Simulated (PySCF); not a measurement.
CdFHSe. Atoms are numbered in the order given.

```xyz
4

Cd    -0.0012     0.7420     0.0000
F      0.0054     2.6992     0.0000
Se    -0.0419    -1.7101     0.0000
H      1.4304    -1.7656     0.0000
```

Geometry optimised at B3LYP-D3(BJ)/def2-TZVP. The def2 effective core potentials stand for the cores of Cd; spin–orbit coupling is left out. Other conformers were not sampled.

Computed with PySCF with CAM-B3LYP/def2-TZVPD.

Symmetry labels are those of the subgroup Cs that the program uses (full group Cs).

Computed valence orbital energies around the gap with their symmetry:
```csv
orbital,symmetry,energy (eV)
HOMO−7,A",-17.38
HOMO−6,A',-17.38
HOMO−5,A',-12.45
HOMO−4,A',-12.16
HOMO−3,A",-11.47
HOMO−2,A',-11.44
HOMO−1,A',-10.21
HOMO,A",-8.66
LUMO,A',-1.24
LUMO+1,A',-0.11
LUMO+2,A",0.26
LUMO+3,A',0.62
```
